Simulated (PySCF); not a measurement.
An unknown shows these calculated signals:

1H NMR (600 MHz, computed): δ 1.51 (m, 3H), 1.01 (s, 9H).

13C{1H} NMR (computed): δ 130.0 (C), 39.1 (C), 25.6 (CH3), 20.8 (CH3).

PySCF 2.14.0 with density-fitted response routines calculation with shielding tensors at CAM-B3LYP/pcSseg-1 (GIAO) and structure optimised with PBE0-D3(BJ)/def2-SVP; in vacuum, single conformer, non-relativistic Hamiltonian, averaged over atoms made equivalent by symmetry, fast rotation or ring inversion.

δ = σ(ref) − σ, references computed at the same level: TMS for 1H (σref 31.33), 13C (σref 182.45).

Question: Which of these does the molecule contain: a tert-butyl group, a methoxy group, a Si–CH3 group, an NH or NH2 group?

Answer: 
- A tert-butyl group: yes (δC 25.6, 39.1; δH 1.01 (s)).
- A methoxy group: no.
- A Si–CH3 group: no.
- An NH or NH2 group: no.

The data belong to (CH3)3CCF2CH3 (SMILES CC(C)(C)C(C)(F)F); they needn't prove each group on their own.

Carbon signals by region: 1 in the sp2 and nitrile region (100–160 ppm), 3 below 50 ppm.

Splittings by 19F in the carbon and heteronuclear signals aren't shown, as no couplings were computed. Shifts are as computed, not scaled to solution data. Of 1211 compounds with measured shifts, 218 miss one by over three times the rms of a fit or turn the order of signals round; such compounds aren't used in these exercises. No couplings were computed; multiplicities are counted from neighbouring protons, with m where these are inequivalent, close in shift, in a saturated or five-membered ring or joined by F or P, and br s for small geminal =CH2 splittings.
